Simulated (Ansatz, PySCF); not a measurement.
Gas-phase reaction (SMILES): [CH3][Ge]([Cl])([Cl])[Cl] -> [CH3] (CH3) + [Cl][Ge]([Cl])[Cl]; the C-Ge bond at the site shown breaks (other sites are not compared here).

Each molecule is optimised on its own at B3LYP-D3(BJ)/def2-TZVP (Ansatz, a quantum-chemistry and plane-wave program). Correlated levels leave the core frozen unless marked. UHF or UKS for open shells. No spin-orbit coupling. Frozen are the shells of the preceding noble gas and the d and f shells that filled before the atom's block. Non-relativistic. CBS marks a two-point X^-3 extrapolation of the correlation energy; Hartree-Fock from the larger set. Thermal terms are rigid-rotor harmonic-oscillator values from B3LYP-D3(BJ) frequencies (Ansatz or PySCF) at 298.15 K and 1 atm. 1 Eh = 627.5095 kcal/mol.

```json
[
 {"species": "[CH3][Ge]([Cl])([Cl])[Cl]", "E, CCSD(T)/CBS(def2-TZVPP,def2-QZVPP) (Ansatz) (Eh)": "-3494.86311", "E, wB97X-V/def2-TZVPD (Ansatz) (Eh)": "-3497.32175", "H - E (Eh)": "0.04978"},
 {"species": "[CH3] (CH3)", "E, CCSD(T)/CBS(def2-TZVPP,def2-QZVPP) (Ansatz) (Eh)": "-39.77913", "E, wB97X-V/def2-TZVPD (Ansatz) (Eh)": "-39.83594", "H - E (Eh)": "0.03371"},
 {"species": "[Cl][Ge]([Cl])[Cl]", "E, CCSD(T)/CBS(def2-TZVPP,def2-QZVPP) (Ansatz) (Eh)": "-3454.94733", "E, wB97X-V/def2-TZVPD (Ansatz) (Eh)": "-3457.34795", "H - E (Eh)": "0.01034"}
]
```

Work out ΔE and ΔH at 298.15 K at the first level, then ΔH at the second.


1. ΔE = [(-39.77913) + (-3454.94733)] - [(-3494.86311)] = 0.13665 Eh = 85.7 kcal/mol at CCSD(T)/CBS(def2-TZVPP,def2-QZVPP).
2. The terms H - E add up to -0.00573 Eh, so ΔH = (0.13665 + (-0.00573))×627.5095 = 82.2 kcal/mol.
3. At wB97X-V/def2-TZVPD the same steps give ΔE = 86.5 and ΔH = 82.9 kcal/mol, a shift of +0.7 from the first level.
4. These values are not checked against measurement here, since the tables used lack a sound gas-phase enthalpy of formation for at least one species.
